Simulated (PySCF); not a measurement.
**Which determinant of RbN lies lowest?**

Unrestricted PBE0; Rb def2-SVP with ECP28, N def2-SVP; scalar-relativistic core potentials (PySCF 2.14). Outer shells of the fragments: Rb 5s1; N 2s2 2p3.

Followed along the bond (rough minima from three points):

```json
{"2Ms+1": "3", "unpaired": "π ↑↑", "⟨S²⟩ at the start": "2.24", "R at minimum (Å)": "2.76", "Te (eV)": "0.00"}
{"2Ms+1": "3", "unpaired": "σ ↑, π ↑", "⟨S²⟩ at the start": "2.04", "R at minimum (Å)": "2.50", "Te (eV)": "0.24"}
{"2Ms+1": "1", "unpaired": "π ↑↓", "⟨S²⟩ at the start": "1.00", "R at minimum (Å)": "2.68", "Te (eV)": "0.67"}
{"2Ms+1": "1", "unpaired": "σ ↓, π ↑", "⟨S²⟩ at the start": "1.00", "R at minimum (Å)": "2.50", "Te (eV)": "0.81"}
{"2Ms+1": "5", "unpaired": "σ ↑↑, π ↑↑", "⟨S²⟩ at the start": "6.00", "R at minimum (Å)": "none in the scan", "Te (eV)": "≤ 0.96"}
```

Solutions found at the starting distance of 2.715 Å, counted from the lowest of them; the search is not exhaustive and high or unbound solutions are not listed, so other states can lie among these:

```
2Ms+1        unpaired   term  E (eV)  ⟨S²⟩  ⟨Lz²⟩   μ (D)
    3            π ↑↑    ³Σ⁻    0.00  2.24   0.00   -5.99
    3        σ ↑, π ↑     ³Π    0.34  2.04   1.01  -10.07
    1            π ↑↓  mixed    0.67  1.00   2.01   -8.18
    1        σ ↓, π ↑  mixed    0.92  1.00   1.03  -10.06
    5      σ ↑↑, π ↑↑    ⁵Σ⁻    1.08  6.00   0.00    2.02
    1            none  mixed    2.30  0.00   2.00   -8.69
    3      σ ↑↑, π ↑↓  mixed    2.30  3.00   2.01    2.17
    1      σ ↓↓, π ↑↑  mixed    2.31  2.00   0.00    2.36
    5      σ ↑, π ↑↑↑     ⁵Π    2.32  6.00   1.00    1.30
    5  σ ↑, π ↑↑, δ ↑     ⁵Δ    3.19  6.00   4.00    0.44
    3  σ ↑, π ↑↑, δ ↓  mixed    3.20  3.00   4.00    0.44
    3      σ ↑, π ↑↑↓  mixed    3.53  3.00   3.01    1.36
    1      σ ↑, π ↑↓↓  mixed    3.53  2.00   3.01    1.47
    3        σ ↑, π ↑     ³Π    4.12  2.00   1.00    1.84
```

A term symbol is given only where ⟨S²⟩ and ⟨Lz²⟩ are close to those of a pure state; real π, δ and φ orbitals otherwise mix terms. A positive dipole means Rb(−)N(+).

Question: Compare the gap between the two lowest followed solutions at the starting distance with the gap between their minima.

Answer: At PBE0 the second solution (triplet, unpaired electrons σ ↑, π ↑) lies +0.34 eV from the first (triplet, unpaired electrons π ↑↑) at 2.715 Å and +0.24 eV at the minima; the two curves relax by different amounts, since their minima lie near 2.50 and 2.76 Å.

Spin–orbit coupling is left out. Counting both spins, an empty level lies below a filled one in some of these solutions, because spin and occupation are held.
